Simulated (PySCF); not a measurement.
Species: C6H10N2Si.
SMILES with atom numbers: `[N:1]#[C:2][CH2:3][Si@H:4]1[CH2:5][CH:6]=[N:7][CH2:8][CH2:9]1`

Definitions: NICS(0) = −σiso at the ring centroid; NICS(1) = −σiso and NICS(1)zz = −σzz at ±1 Å along the ring normal z. Level: GIAO PBE0/pcSseg-1 (PySCF, non-relativistic, gas phase) on the GFN2-xTB geometry, one conformer.

Ring bond lengths (Å), with Mayer bond orders in brackets: Si4–C5 1.909 (0.88), C5–C6 1.497 (1.02), C6–N7 1.257 (1.97), N7–C8 1.440 (0.98), C8–C9 1.538 (1.02), C9–Si4 1.903 (0.91).

Q: What do the NICS probes read (ppm)?

A: 
| ring | type | NICS(0) | NICS(1), two faces | NICS(1)zz, two faces | rms pucker (Å) | centre to ring atoms, mean (Å) |
| --- | --- | --- | --- | --- | --- | --- |
| Si4–C5–C6–N7–C8–C9 | 6-membered ring with N and Si; formal bonds 1 double, 5 single | -1.6 | -2.3 / -5.1 | 1.1 / -2.9 | 0.28 | 1.52 |

Q: What can be read from them?

A: 
- Si4–C5–C6–N7–C8–C9: mean NICS(1)zz -0.9 ppm, near zero. Si4, C5, C8, C9 have four or more neighbours, so the value isn't read as a sign of a π ring current. The two faces differ by 4.0 ppm, so no symmetry operation interchanges them.

Q: What is the mean of the two in-plane components of NICS at the first NICS(1) probe listed for ring Si4–C5–C6–N7–C8–C9, 1 Å off the ring?

A: The isotropic value is a third of the trace: (3 × -2.3 − (1.1))/2 = -4.0 ppm.
